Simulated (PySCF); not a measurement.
## Gas-phase XPS of `CC#[C][GeH3]`, computed

Species: C₃H₆Ge.
Atom-mapped SMILES: `[CH3:1][C:2]#[C:3][GeH3:4]`

Computed with delta-SCF UKS SCAN, pcX-2 on the ionised atom, pcseg-1 elsewhere, spin-free X2C in PySCF 2.14.0. Vertical ΔSCF values, vacuum level as zero.

Question: Give the core binding energies atom by atom.

Answer: 
```json
{"atom(s)": "C3", "bonded to": "C (triple bond) and Ge", "level": "C 1s", "binding energy (eV)": "289.62", "above the level's lowest (eV)": "0.00", "count": "1"}
{"atom(s)": "C2", "bonded to": "C (triple bond) and C", "level": "C 1s", "binding energy (eV)": "290.25", "above the level's lowest (eV)": "+0.63", "count": "1"}
{"atom(s)": "C1", "bonded to": "C and 3 H", "level": "C 1s", "binding energy (eV)": "291.64", "above the level's lowest (eV)": "+2.02", "count": "1"}
```

Lowest listed C 1s: C3, bonded to C (triple bond) and Ge. Highest, 2.02 eV above it: C1, bonded to C and 3 H. Summing the Pauling electronegativity differences to the bonded atoms, each weighted by its formal bond order, gives -0.54 for the lowest site and -1.05 for the highest; the largest sum, 0.00, belongs to C2, 1.39 eV below the top. The smallest sum, -1.05, belongs to C1, 2.02 eV above the lowest.

Question: Express the binding energy of C 1s of C2 in atomic units and per mole.

Answer: 290.25 eV = 10.6665 Eh = 28005 kJ/mol.

The unrestricted hole states depart most from a pure doublet (⟨S²⟩ = 0.75; over 0.85 named) for C 1s of C2 (0.86), which makes this value less certain. No level of germanium is listed. Geometry: PBE0-D3(BJ)/def2-SVP; no solvent, vibrations or thermal averaging.
